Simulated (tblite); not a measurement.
Input of a run (GFN2-xTB geometry optimisation, gas phase (tblite 0.8.0)), started from a force field or distance geometry:
```
{"job": {"kind": "relax", "xc": "GFN2-xTB", "basis": "xTB"}, "charge": 0, "multiplicity": 1}
C     -2.623100    -0.151200     2.037100
C     -2.747100    -0.734700     0.844300
Si    -1.141600    -1.146100    -0.007700
Si    -0.184500     0.781600    -0.540900
C     -0.135900     0.918600    -2.397300
Cl     0.039400     2.655200    -2.749300
Si     1.871800     1.009100     0.258600
Si     2.925000    -0.922600     0.521800
H     -3.485900     0.136200     2.647100
H     -1.664900     0.067900     2.446500
H     -3.691200    -0.989000     0.386000
H     -1.529000    -1.827500    -1.253400
H     -0.304800    -2.038300     0.787300
H     -1.023200     1.891800    -0.061400
H     -1.097200     0.521600    -2.768300
H      0.722000     0.326700    -2.808800
H      2.652800     1.815800    -0.694100
H      1.770900     1.732100     1.548700
H      2.503400    -1.623300     1.754400
H      4.361500    -0.619700     0.710900
H      2.772600    -1.787200    -0.662100
```

Output (eV, eV/Å):
```
step      E/eV     max force
  0    -664.04423    1.817
  1    -664.21645    0.896
  2    -664.30671    0.709
  3    -664.37691    0.661
  4    -664.46975    0.650
  5    -664.51716    0.424
  6    -664.54043    0.265
  7    -664.56406    0.361
  8    -664.59272    0.464
  9    -664.62423    0.456
 10    -664.64305    0.225
 11    -664.64955    0.150
 12    -664.65228    0.157
 13    -664.65547    0.107
 14    -664.65869    0.126
 15    -664.66204    0.123
 16    -664.66521    0.177
 17    -664.66822    0.149
 18    -664.67077    0.124
 19    -664.67314    0.125
 20    -664.67547    0.123
 21    -664.67750    0.121
 22    -664.67913    0.105
 23    -664.68058    0.093
 24    -664.68208    0.113
 25    -664.68375    0.156
 26    -664.68542    0.136
 27    -664.68676    0.086
 28    -664.68777    0.068
 29    -664.68862    0.088
 30    -664.68946    0.098
 31    -664.69039    0.084
 32    -664.69150    0.088
 33    -664.69268    0.105
 34    -664.69383    0.112
 35    -664.69493    0.099
 36    -664.69596    0.083
 37    -664.69690    0.068
 38    -664.69770    0.059
 39    -664.69831    0.074
 40    -664.69885    0.081
 41    -664.69945    0.068
 42    -664.70016    0.057
 43    -664.70088    0.065
 44    -664.70157    0.081
 45    -664.70223    0.077
 46    -664.70289    0.061
 47    -664.70351    0.059
 48    -664.70409    0.070
 49    -664.70465    0.064
 50    -664.70530    0.066
 51    -664.70606    0.070
 52    -664.70683    0.065
 53    -664.70745    0.051
 54    -664.70790    0.040
 55    -664.70825    0.043
 56    -664.70853    0.037
 57    -664.70883    0.040
 58    -664.70917    0.045
 59    -664.70955    0.051
 60    -664.70991    0.043
 61    -664.71019    0.042
 62    -664.71039    0.037
 63    -664.71056    0.036
 64    -664.71072    0.024
 65    -664.71084    0.025
 66    -664.71101    0.030
 67    -664.71126    0.045
 68    -664.71164    0.060
 69    -664.71211    0.056
 70    -664.71256    0.040
 71    -664.71293    0.047
 72    -664.71327    0.052
 73    -664.71369    0.048
 74    -664.71417    0.045
 75    -664.71460    0.039
 76    -664.71494    0.042
 77    -664.71520    0.039
 78    -664.71543    0.065
 79    -664.71565    0.045
 80    -664.71595    0.028
 81    -664.71609    0.031
 82    -664.71633    0.032
 83    -664.71652    0.033
 84    -664.71676    0.035
 85    -664.71701    0.030
 86    -664.71723    0.027
 87    -664.71735    0.023
 88    -664.71744    0.018
 89    -664.71753    0.021
 90    -664.71768    0.029
 91    -664.71786    0.040
 92    -664.71802    0.035
 93    -664.71811    0.017
 94    -664.71815    0.025
 95    -664.71820    0.023
 96    -664.71836    0.040
 97    -664.71857    0.052
 98    -664.71901    0.064
 99    -664.71956    0.073
100    -664.72011    0.057
101    -664.72056    0.058
102    -664.72100    0.056
103    -664.72152    0.062
104    -664.72215    0.059
105    -664.72277    0.051
106    -664.72331    0.057
107    -664.72376    0.095
108    -664.72451    0.070
109    -664.72592    0.090
110    -664.72731    0.074
111    -664.72908    0.088
112    -664.73019    0.093
113    -664.73115    0.110
114    -664.73252    0.090
115    -664.73431    0.079
116    -664.73561    0.065
117    -664.73646    0.077
118    -664.73757    0.070
119    -664.73879    0.068
120    -664.73999    0.113
121    -664.74135    0.091
122    -664.74233    0.068
123    -664.74321    0.059
124    -664.74367    0.062
125    -664.74465    0.068
126    -664.74564    0.051
127    -664.74625    0.050
128    -664.74665    0.044
129    -664.74702    0.046
130    -664.74742    0.043
131    -664.74789    0.043
132    -664.74850    0.046
133    -664.74908    0.058
134    -664.75007    0.060
135    -664.75136    0.076
136    -664.75304    0.088
137    -664.75481    0.079
138    -664.75642    0.093
139    -664.75775    0.073
140    -664.75901    0.064
141    -664.76022    0.093
142    -664.76142    0.111
143    -664.76239    0.066
144    -664.76354    0.084
145    -664.76476    0.079
146    -664.76574    0.060
147    -664.76646    0.058
148    -664.76700    0.059
149    -664.76754    0.059
150    -664.76818    0.061
151    -664.76899    0.061
152    -664.76981    0.066
153    -664.77040    0.046
154    -664.77072    0.035
155    -664.77088    0.035
156    -664.77105    0.035
157    -664.77132    0.038
158    -664.77176    0.046
159    -664.77218    0.047
160    -664.77257    0.039
161    -664.77285    0.036
162    -664.77311    0.036
163    -664.77345    0.039
164    -664.77390    0.043
165    -664.77445    0.056
166    -664.77507    0.053
167    -664.77574    0.049
168    -664.77653    0.062
169    -664.77743    0.072
170    -664.77840    0.074
171    -664.77920    0.079
172    -664.78020    0.082
173    -664.78130    0.078
174    -664.78226    0.071
175    -664.78317    0.068
176    -664.78409    0.054
177    -664.78485    0.075
178    -664.78602    0.103
179    -664.78742    0.090
180    -664.78883    0.067
181    -664.78880    0.133
182    -664.79051    0.095
183    -664.79113    0.074
184    -664.79286    0.082
185    -664.79353    0.059
186    -664.79441    0.047
187    -664.79502    0.039
188    -664.79547    0.048
189    -664.79597    0.047
190    -664.79658    0.048
191    -664.79699    0.039
192    -664.79735    0.039
193    -664.79768    0.032
194    -664.79792    0.036
195    -664.79811    0.032
196    -664.79827    0.030
197    -664.79843    0.031
198    -664.79862    0.029
199    -664.79884    0.042
200    -664.79909    0.039
201    -664.79933    0.033
202    -664.79952    0.033
203    -664.79967    0.031
204    -664.79980    0.034
205    -664.79993    0.029
206    -664.80002    0.023
207    -664.80013    0.028
208    -664.80030    0.029
209    -664.80055    0.045
210    -664.80086    0.050
211    -664.80117    0.043
212    -664.80142    0.035
213    -664.80164    0.040
214    -664.80187    0.042
215    -664.80216    0.039
216    -664.80255    0.040
217    -664.80292    0.043
218    -664.80332    0.040
219    -664.80363    0.034
220    -664.80385    0.042
221    -664.80406    0.034
222    -664.80430    0.045
223    -664.80462    0.043
224    -664.80492    0.041
225    -664.80516    0.039
226    -664.80541    0.038
227    -664.80561    0.026
228    -664.80572    0.020
229    -664.80578    0.026
230    -664.80585    0.018
231    -664.80595    0.016
232    -664.80604    0.020
233    -664.80614    0.019
234    -664.80624    0.026
235    -664.80634    0.025
236    -664.80643    0.023
237    -664.80653    0.025
238    -664.80664    0.025
239    -664.80672    0.020
240    -664.80678    0.015
241    -664.80683    0.013
242    -664.80687    0.012
243    -664.80690    0.012
244    -664.80692    0.010
```

**Question.** Summarise the run.

**Answer.** The energy falls by 17.6 kcal/mol over 244 L-BFGS steps, the largest force on an atom goes from 1.82 to 0.010 eV/Å, and the atoms move by 1.292 Å rms after alignment. The bond that changes most is Si4–Si7 (SiH silicon to SiH2 silicon), which lengthens by 0.120 Å. Bonds longer at the end by more than 0.005 Å: 9 of 20; shorter: 8. Among the angles that change most is C1–C2–Si3, from 115.2° to 125.1°. Among the dihedrals that turn most is H14–Si4–Si7–H17, from -90° to -4°. The energy rose by more than 1e-5 eV at step 181. The first step brought 23 % of the lowering.

**Question.** What are the final bond lengths?

**Answer.** C1=C2 1.323 Å, C2–Si3 1.885 Å, Si3–Si4 2.329 Å, Si4–C5 1.924 Å, C5–Cl6 1.787 Å, Si4–Si7 2.338 Å, Si7–Si8 2.319 Å, C1–H9 1.080 Å, C1–H10 1.080 Å, C2–H11 1.084 Å, Si3–H12 1.473 Å, Si3–H13 1.474 Å, Si4–H14 1.479 Å, C5–H15 1.087 Å, C5–H16 1.088 Å, Si7–H17 1.473 Å, Si7–H18 1.477 Å, Si8–H19 1.466 Å, Si8–H20 1.463 Å, Si8–H21 1.465 Å. Numbering counts from 1 in the input's order; the species is `C=C[SiH2][Si@H](CCl)[SiH2][SiH3]`.

Hardware: one thread, Intel Xeon 6975P-C (x86_64), shared host. Cost: 3.4 s wall.

GFN2-xTB frequencies show an imaginary mode (45i cm⁻¹), so the point is no minimum at that level.

These are computed values.
